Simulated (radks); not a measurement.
Question: These are the eigenvalues of the occupied orbitals of an atom or ion with whole-number occupations (hartree). Calculated with a radial shooting solver on a logarithmic mesh with Libxc functionals: Dirac Kohn-Sham, exchange-only PBE, spin-unpolarised, spherical densities, finite nucleus; Fermi nuclear charge, rms radius of each element as measured or else 0.836 A^(1/3) + 0.57 fm.

1s1/2: -1265.662
2s1/2: -199.8004
2p1/2: -187.9387
2p3/2: -176.0049
3s1/2: -43.56231
3p1/2: -38.63000
3p3/2: -36.36246
3d3/2: -27.68025
3d5/2: -27.20080
4s1/2: -10.58574
4p1/2: -8.83379
4p3/2: -8.37642
4d3/2: -5.52763
4d5/2: -5.45195
5s1/2: -3.63435

Which element is it, and in what charge state? The configuration may be excited. Open shells, if any, fill j = l - 1/2 first.

Answer: Z = 54, xenon, charge +7: Xe7+ in [Kr] 4d10 5s1. The list shows which subshells hold electrons but not how many an open one holds; the 1s level, -1265.7 hartree, gives Z - s = 50.3 by -(Z - s)^2/2, which with screening and relativity narrows Z to a few neighbours, and the depths of the outer levels then fix element, charge and occupations together.
